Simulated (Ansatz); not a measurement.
The same substitution along the group F, Cl, I.

Isolated molecules relaxed with PBE0-D4/def2-TZVP in Ansatz; ΔE leaves out vibrations. CBS: MP2 limit from def2 TZ/QZ plus the TZ coupled-cluster correction, frozen cores. This one scheme is used for every species. Functionals use def2-TZVPP. Elements past krypton have def2 core potentials. For I, Se outer-core shells are correlated without core-valence functions, which leaves a few kJ/mol of doubt a bond. Scalar relativity is left out up to krypton. Each species was taken in one conformer, which may not be the lowest.

```json
{"reaction": "`C=CC(=C)F` + `CC[SeH]` → `C=C[Se]CC` + `C=CF`", "CCSD(T)/CBS(def2) (kcal/mol)": "?"}
{"reaction": "`C=CC(=C)Cl` + `CC[SeH]` → `C=C[Se]CC` + `C=CCl`", "CCSD(T)/CBS(def2) (kcal/mol)": "6.2"}
{"reaction": "`C=CC(=C)I` + `CC[SeH]` → `C=C[Se]CC` + `C=CI`", "CCSD(T)/CBS(def2) (kcal/mol)": "6.2"}
```

Question: Fill in the missing values. (Estimate.)

Answer: Ansatz gave: `C=CC(=C)F` + `CC[SeH]` → `C=C[Se]CC` + `C=CF`: +6.9 kcal/mol.

Largest T1 diagnostic: 0.012, for `C=CF`.
